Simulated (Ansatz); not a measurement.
The same ligand exchange along the group F, Cl, Br, I.

Isolated molecules relaxed with PBE0-D4/def2-TZVP in Ansatz; ΔE leaves out vibrations. CCSD(T)/CBS adds triple-zeta CCSD(T) − MP2 to the extrapolated MP2 energy (def2 sets, frozen cores). This one scheme is used for every species. DFT in def2-TZVPP. Elements past krypton have def2 core potentials. For As, Br, I, In outer-core shells are correlated without core-valence functions, which leaves a few kJ/mol of doubt a bond. Scalar relativity is left out up to krypton.

| reaction | ωB97M-V (eV) | RPA@PBE/def2-TZVPP (eV) | HF/CBS(def2) (eV) | CCSD(T)/CBS(def2) (eV) |
| --- | --- | --- | --- | --- |
| `[F][InH2]` + arsine → `[AsH2][InH2]` + H–F | 0.07 | 0.07 | 0.17 | -0.01 |
| `[Cl][InH2]` + arsine → `[AsH2][InH2]` + HCl | 0.61 | 0.58 | 0.79 | 0.57 |
| `[Br][InH2]` + arsine → `[AsH2][InH2]` + HBr | 0.79 | 0.75 | 0.98 | 0.77 |
| `[InH2][I]` + arsine → `[AsH2][InH2]` + HI | 0.86 | 0.80 | 1.05 | 0.88 |

Largest T1 diagnostic: 0.016, for `[F][InH2]`.
